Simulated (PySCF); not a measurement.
## Frontier orbitals and the lowest excitations

Compound: C5H7FOSi.
Geometry (GFN2-xTB, Å), atoms numbered from 1 in this order:
```xyz
15
C5H7FOSi angstrom
F     -1.221   -2.311   -0.893
C     -0.456   -1.352   -0.309
C      0.844   -1.294   -0.549
Si     1.862    0.104    0.181
O      1.007    1.491    0.073
C     -0.282    1.759   -0.203
C     -1.320    0.955   -0.016
C     -1.234   -0.427    0.578
H      1.276   -2.028   -1.212
H      3.042    0.377   -0.630
H      2.159   -0.131    1.597
H     -0.412    2.755   -0.612
H     -2.297    1.312   -0.300
H     -0.736   -0.372    1.551
H     -2.236   -0.831    0.722
```

Method: TDDFT PBE0/def2-SVPD, vertical, gas phase, core orbitals frozen in the response (PySCF).

Frontier orbitals with the atoms that hold most of them (Löwdin shares over 4%, at most four atoms; ? is withheld):

| orbital | ε (eV) | atoms |
| --- | --- | --- |
| LUMO+2 | 0.62 | Si4 17%, C7 15%, C6 14%, O5 9% |
| LUMO+1 | 0.23 | C6 19%, C7 18%, Si4 14%, C8 9% |
| LUMO | ? | ? |
| HOMO | -6.86 | ? |
| HOMO-1 | -7.67 | C3 34%, C2 25%, F1 11%, C8 6% |
| HOMO-2 | -9.08 | O5 34%, Si4 15%, C3 15%, H10 9% |
| HOMO-3 | -9.69 | Si4 25%, H11 22%, C3 17%, O5 11% |

Problem. Give the leading atoms of the HOMO.

Solution. C7 (bonded to 2 C and H) 32%; C6 (bonded to C, O and H) 23%; O5 (bonded to C and Si) 18%; C8 (bonded to 2 C and 2 H) 4%. By element: carbon 59% or more, oxygen 18%.

Problem. Give the leading atoms of the LUMO.

Solution. C2 (bonded to 2 C and F) 27%; C3 (bonded to C, Si and H) 21%; Si4 (bonded to C, O and 2 H) 16%; F1 (bonded to C) 7%. By element: carbon 49% or more, silicon 16%, fluorine 7%.

Problem. What is the LUMO energy, and the HOMO–LUMO gap?

Solution. ε(LUMO) = -0.54 eV; the gap is 6.32 eV (0.2322 hartree).

Problem. How does S1 compare with the orbital gap of 6.32 eV?

Solution. S1 is at 5.14 eV (f = 0.014), 1.18 eV below the gap, made of HOMO→LUMO (98%). 

Problem. One configuration dominates each of S1, S2 and S8. Which, and how do the shares of the two leading atoms of either orbital change from the occupied to the empty one?

Solution. 
- S1 (5.14 eV, f 0.014), HOMO→LUMO (98%): C7 32% → at most 7%, C6 23% → at most 7%, C2 at most 5% → 27%, C3 at most 5% → 21%
- S2 (6.03 eV, f 0.013), HOMO→LUMO+1 (76%): C7 32% → 18%, C6 23% → 19%
- S8 (7.11 eV, f 0.0070), HOMO-2→LUMO (82%): O5 34% → at most 7%, Si4 15% → 16%, C2 at most 9% → 27%, C3 15% → 21%

Löwdin shares depend on the basis, the more so with diffuse functions.

One conformer stands for the species.
